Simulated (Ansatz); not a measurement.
Ideal-gas functions of BH4InTe, SMILES `[InH2][BH][TeH]` at 400 K and 1 bar, from an Ansatz frequency run at PBE0-D4/def2-TZVP.

Molar mass 257.26 g/mol, point group Cs (symmetry number 1), electronic degeneracy 1, moments of inertia 22.629, 908.323, 922.284 u Å². Harmonic wavenumbers (cm⁻¹, unscaled): 71, 115, 234, 355, 381, 501, 595, 649, 706, 716, 913, 1784, 1793, 2118, 2624.

Use S(trans) = R[1.5 ln M + 2.5 ln T − 1.1517]; rotational temperatures θ = 24.2544 K / I; S(rot) = R[ln(√π/σ · √(T³/θAθBθC)) + 1.5]; for each mode x = 1.438777 ν̃/T, S = R[x/(eˣ − 1) − ln(1 − e⁻ˣ)] and H = RT x/(eˣ − 1); 1 cm⁻¹ = 0.0119627 kJ/mol; R = 8.31446 J/(mol·K).

Question: By hand: the entropy, in J/(mol·K).

Answer: Translation 184.2. Rotation: θ = 1.0718, 0.0267, 0.0263 K, giving 121.9. Vibration, mode by mode: 19.69, 15.71, 9.99, 6.82, 6.32, 4.46, 3.41, 2.93, 2.49, 2.42, 1.38, 0.10, 0.10, 0.04, 0.01, in all 75.9. Electronic 0.0. Sum 382.0 J/(mol·K).

Question: By hand: H − E and G − E in kJ/mol, counted from the electronic energy.

Answer: Zero-point energy ½ × 13555 × 0.0119627 = 81.1; thermal vibration 15.8; translation, rotation and pV give 4 RT = 13.3. H − E = 110.2 kJ/mol, and G − E = 110.2 − 400 × 382.0/1000 = -42.6 kJ/mol.

Vibration gives 20 % of the entropy, 35.4 J/(mol·K) of it from the modes under 150 cm⁻¹: soft modes count most, and the harmonic formula is weakest for them.
